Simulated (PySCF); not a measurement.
**Bond length, frequency and bond energy of AlTl by level of theory**

State: ³Π (triplet), unpaired electrons σ ↑, π ↑. Set-up: PySCF, scalar-relativistic core potentials, basis sets Al def2-SVP, Tl def2-SVP with ECP60. De refers to Al + Tl in their high-spin ground configurations, without counterpoise correction. The functionals are run spin-unrestricted. A positive dipole means Al(−)Tl(+).

```tsv
Level	Re (Å)	ωe (cm⁻¹)	De (eV)	μ (D)	CPU s a point (SCF and correlation, without the integrals)
UHF	2.965	183	0.62	1.09	0.085
UHF-MP2	2.892	197	1.08	n/a	0.14
UHF-SCS-MP2	2.897	198	0.94	n/a	n/a
UHF-CCSD	2.920	189	1.03	n/a	n/a
UHF-CCSD(T)	2.918	188	1.10	n/a	2.3
LDA	2.882	185	1.77	0.48	0.29
PBE	2.963	171	1.46	0.98	0.46
r²SCAN	2.928	180	1.44	1.00	0.68
r²SCANh	2.918	183	1.40	0.96	0.75
PBE0	2.924	183	1.35	1.04	1.2
HSE06	2.931	181	1.37	0.97	0.68
BHandHLYP	2.928	184	1.07	0.70	0.42
```

Problem. Which functional lies closest to UHF-CCSD(T) in De, which farthest, and by how much do they differ from it?

Solution. Closest is BHandHLYP (+1.0 pm in Re, -2.1 % in ωe, -0.03 eV in De against UHF-CCSD(T) in the same basis), farthest LDA (-3.6 pm in Re, -1.6 % in ωe, +0.67 eV in De). CCSD(T) converges more slowly with the basis than the functionals do and binds too weakly in this one, so the order can change at the basis-set limit.

Problem. What does a quarter of exact exchange do here, going from PBE to PBE0?

Solution. PBE0 less PBE: -3.9 pm in Re, +7.0 % in ωe, -0.11 eV in De. Exact exchange removes part of the self-interaction that spreads semilocal densities, and in most molecules shortens and stiffens the bond and lowers De; so it does here.

Problem. What does the step from GGA to meta-GGA do here, going from PBE to r²SCAN?

Solution. r²SCAN less PBE: -3.5 pm in Re, +5.3 % in ωe, -0.02 eV in De. 

Correlated steps freeze 9 core orbitals. Correlated levels converge slowly with the basis: in double zeta they bind strong bonds too weakly, by up to about 1 eV, and carry superposition errors of some tenths. Spin–orbit coupling is left out, which matters for elements this heavy, above all for dissociation energies. The state was picked by a PBE0 search and need not be the measured ground state.

The whole job (state search and all levels along the bond) took about 1.7 min on 1 thread of Arm Neoverse V2 (shared host), peak memory 0.52 GiB.
